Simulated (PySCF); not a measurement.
# Ionisation energy of Ti²⁺ by level of theory

Ti²⁺ [Ar] 3d2 (3F) → Ti³⁺ [Ar] 3d1 (2D), as a difference of total energies. Computed with PySCF 2.14 in def2-TZVP, with no relativity, point nucleus. Correlated levels: valence: [Ar] frozen. The calculations carry no spin-orbit coupling.

Problem. Order these methods by the ionisation energy they give, lowest first.
A. B3LYP
B. MP2 (valence)
C. SCS-MP2 (valence)
D. LDA

Solution. C (26.762 eV), B (26.824 eV), A (28.119 eV), D (28.169 eV).

These non-relativistic numbers lack the scalar-relativistic shift.

The reference lies between the lowest fine-structure levels, while these numbers refer to the centres of the terms.

Errors of the correlated levels include the incompleteness of this basis and the frozen core.

For comparison: 27.492 eV (measured; NIST Atomic Spectra Database, ionization energies).
